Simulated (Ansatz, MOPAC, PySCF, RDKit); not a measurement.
Complex: HF (SMILES F) (first 2 atoms) with HI (SMILES I); geometry from B3LYP-D3(BJ)/def2-TZVP, rigid monomers moved along the line of their centres of mass till F1···H4 is 3.99 Å.
(charge 0, multiplicity 1):
```xyz
4

F      0.5518     0.6191    -0.2611
H      0.2829    -0.2134    -0.5646
I     -0.4560     0.0380     5.1626
H     -0.0453     0.5592     3.6866
```

```json
[
 {"level": "UFF", "interaction energy (kcal/mol)": "-0.07", "cost": "-"},
 {"level": "AM1", "interaction energy (kcal/mol)": "-0.26", "cost": "-"},
 {"level": "PM7", "interaction energy (kcal/mol)": "-0.47", "cost": "-"},
 {"level": "HF/def2-SVPD", "interaction energy (kcal/mol)": "-0.37", "cost": "-"},
 {"level": "HF/def2-TZVPPD", "interaction energy (kcal/mol)": "-0.35", "cost": "-"},
 {"level": "r2SCAN-D3(BJ)/def2-TZVPPD", "interaction energy (kcal/mol)": "-0.40", "cost": "×2"},
 {"level": "B3LYP-D4/def2-TZVPPD", "interaction energy (kcal/mol)": "-0.35", "cost": "×1"},
 {"level": "PBE0/def2-TZVPPD", "interaction energy (kcal/mol)": "-0.36", "cost": "×1"},
 {"level": "PBE0-D4/def2-TZVPPD", "interaction energy (kcal/mol)": "-0.42", "cost": "×1"},
 {"level": "wB97X-V/def2-TZVPPD", "interaction energy (kcal/mol)": "-0.39", "cost": "×3"},
 {"level": "MP2/def2-SVPD", "interaction energy (kcal/mol)": "-0.40", "cost": "-"},
 {"level": "MP2/def2-QZVPPD", "interaction energy (kcal/mol)": "-0.39", "cost": "-"},
 {"level": "MP2/CBS(def2-TZVPPD, def2-QZVPPD)", "interaction energy (kcal/mol)": "-0.40", "cost": "-"},
 {"level": "SCS-MP2/def2-SVPD", "interaction energy (kcal/mol)": "-0.37", "cost": "-"},
 {"level": "CCSD/def2-SVPD", "interaction energy (kcal/mol)": "-0.38", "cost": "-"},
 {"level": "CCSD/def2-TZVPPD", "interaction energy (kcal/mol)": "-0.36", "cost": "-"},
 {"level": "CCSD/def2-QZVPPD", "interaction energy (kcal/mol)": "-0.37", "cost": "-"},
 {"level": "CCSD(T)/def2-SVPD", "interaction energy (kcal/mol)": "-0.38", "cost": "×2"},
 {"level": "CCSD(T)/def2-QZVPPD", "interaction energy (kcal/mol)": "-0.38", "cost": "×60*"},
 {"level": "CCSD(T)/CBS(def2-TZVPPD, def2-QZVPPD)", "interaction energy (kcal/mol)": "-0.40", "cost": "×70*"}
]
```

The rows run from -0.47 (PM7) to -0.07 kcal/mol (UFF). In def2-QZVPPD the value moves MP2 -0.39, CCSD -0.37, CCSD(T) -0.38, a shift of 0.01 from MP2 to CCSD(T). From def2-SVPD to def2-QZVPPD CCSD(T) changes by 0.00. The dispersion term adds -0.06 in PBE0-D4.

Interaction energies are E(AB) − E(A) − E(B) at the monomers' geometry in the complex; basis-set methods are counterpoise corrected. RDKit's UFF carries no charges.

Correlated levels freeze the cores. Filled d and f shells under p-block atoms count as core. CBS: X⁻³ extrapolation of the correlation energy, Hartree–Fock from the larger set. The state reached by AM1, PM7 isn't checked; PM7 holds dispersion and hydrogen-bond terms.

Run with Ansatz (an electronic-structure program); MOPAC for AM1, PM7 (differences of heats of formation); PySCF for the dispersion terms; RDKit for the force fields. Each number belongs to the level named beside it. In def2 rows elements past Kr take small-core potentials, without spin–orbit coupling.

Costs are rough ratios of core time to PBE/def2-TZVPPD (about 2.6 s over the structures, on one shared machine); a dash marks a level with no comparable run of its own. A star marks coupled-cluster runs past 200 virtual orbitals, where the program's memory plan changes under this machine's limit, so their costs aren't comparable with smaller runs.
